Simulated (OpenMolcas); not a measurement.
**Ti, Zr, Hf: d² s² down the group**

```json
{
 "Program": "OpenMolcas 26.06",
 "Method": "SS-CASPT2, IPEA 0.25 Eh, imaginary shift 0.1 Eh",
 "Basis": "ANO-RCC-VTZP",
 "Scalar Hamiltonian": "DKH2, point nucleus",
 "Spin-orbit coupling": "RASSI with atomic mean-field integrals over the reference wave functions, term energies averaged over their components"
}
```

Active space for each ion: 2 electrons in 5 orbitals (d); closed shells correlated by CASPT2: Ti 3s 3p 4s; Zr 4s 4p 5s; Hf 5s 5p 6s.

Computed levels in cm-1 above ³F₂:

```
                               Level     Ti     Zr     Hf
                                 ³F₃    181    613   2760
                                 ³F₄    415   1329   5280
                                 ¹D₂   6340   4760   6790
                                 ³P₀   9820   7170   7680
                                 ³P₁   9890   7410   9290
                                 ³P₂  10010   7860  11630
                                 ¹G₄  12820   9840  12540
                                 ¹S₀  27770  19840  21020
weight of ³F in the lowest level (%)    100     99     91
```

Mixed levels, with the weight of the term that names them: Hf ¹D₂ (72 %).

Measured, with the error of the calculation in %. Measured levels: Ti, Zr, Hf from NIST Handbook of Basic Atomic Spectroscopic Data.

```csv
Level,Ti,Zr,Hf
³F₃,170 (+6.6),570 (+7.5),2357 (+17.3)
³F₄,387 (+7.3),1241 (+7.1),4568 (+15.6)
¹D₂,7255 (-12.7),5102 (-6.8),5639 (+20.4)
³P₀,8437 (+16.5),4197 (+70.7),5522 (+39.1)
³P₁,8492 (+16.4),4376 (+69.3),6573 (+41.3)
³P₂,8602 (+16.4),4186 (+87.8),8984 (+29.5)
¹G₄,12118 (+5.8),8057 (+22.1),10533 (+19.1)
¹S₀,,13142 (+50.9),20328 (+3.4)
```

The fine-structure level ³F₄ changes by a factor of 12.7 from Ti to Hf.

Without spin-orbit coupling ¹D lies 6100, 3980, 3600 cm-1 above ³F in that order; the difference to the level ¹D₂, of either sign, comes from spin-orbit coupling, which also lowers the zero.

CASPT2 breaks the degeneracy within a term, and the mean is taken; among the terms shown or strongly mixed into the levels shown the widest spread is 830 cm-1 (3d² 4s² ³F, Ti). Over all roots computed the reference weight is 0.85 to 0.91 in Hf; the roots of lowest weight are the least certain, and an intruder state may touch them. With the s shell closed, the reference lacks s² → p², s² → d² and s → d mixing, so excited terms can stand far too high and out of order, with CASPT2 too. Some terms miss by over 15 % even with CASPT2, which points to a basis or an active space too small for the shells correlated. Some levels mix across a computed gap that differs much from the measured one, so their mixing is not that of the real levels (holds for Hf). Measured partners are found by configuration, term and J. A level has none where our copy of the source lacks it or the pairing is in doubt (some pairs that miss far off the trend of their configuration count as doubtful), and it then counts in no deviation. Only configurations of the active space appear.
